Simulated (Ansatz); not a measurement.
Saddle point of SiH₂F₄, closed shell (SiHF₃ ([F][SiH]([F])[F]) + HF → SiF₄ ([F][Si]([F])([F])[F]) + H₂; bonds formed: Si1–F7, H2–H6; bonds broken: Si1–H2, H6–F7), PBE0-D4/def2-TZVP structure:

Si1  (-0.363, -0.107, -0.132)
H2  (1.249, -0.448, -0.234)
F3  (-0.534, -1.307, -1.163)
F4  (-1.197, -0.626, 1.092)
F5  (-0.962, 1.093, -0.947)
H6  (1.257, 0.321, 0.415)
F7  (0.549, 1.074, 0.969)
(Å)

Energies are electronic, without zero-point energy. Barriers and step energies count from the start structure reached by relaxing down the imaginary mode; all methods use the PBE0-D4 structures, on which another method's saddle can fall below an end. Computed with Ansatz 0.2.0 (basis: def2-TZVPP, with def2-QZVPP for the basis limit); correlated methods freeze the cores. B3LYP uses VWN-RPA correlation. Extrapolation: Hartree–Fock as exp(−7.88 √X), correlation as X^−2.97.

```csv
method,barrier (kJ/mol),step energy (kJ/mol)
SPW92,?,-98.7
PBE-D4,118.5,-101.5
BLYP-D4,137.9,-107.6
r2SCAN-D4,120.7,-118.9
B97M-V,133.8,-121.8
PBE0-D4,134.3,-104.8
B3LYP-D4,147.1,-109.6
r2SCAN0-D4,134.3,-117.4
BHLYP-D4,163.5,-113.4
CAM-B3LYP-D4,143.5,-110.3
wB97X-V,142.0,-109.9
wB97M-V,138.4,-111.9
B2PLYP,?,-112.4
PBE-QIDH,144.5,-111.1
RPA on PBE,152.9,-111.2
HF,211.4,-119.9
MP2,?,-115.2
CCSD,162.9,-112.8
CCSD(T),153.1,-112.6
```

(1) Fill in the withheld barriers. (To be estimated.)

No T1 diagnostic of these runs exceeds 0.013.

## Answers

(1) Computed: SPW92 80.4; MP2 148.8; B2PLYP 149.6 kJ/mol. Each is the energy of the saddle less that of the start structure, by the same method.

For comparison, the barrier by CCSD(T) at an estimated basis limit (MP2 extrapolated from triple and quadruple zeta, plus CCSD(T) − MP2 in triple zeta) is 151.8 kJ/mol.

Labels in which every atom is bracketed show which atoms are joined, not bond orders.

For scale, one of the runs: CCSD(T)/def2-TZVPP, 194 basis functions, launched by `ansatz run in.yaml --threads 4 --pin off --events-out ev --progress --plain --max-ram 9574MiB`. The run took 20 s on 4 CPU threads of an AMD EPYC 9B45 (shared host), with 2.5 GiB of host memory at its peak.
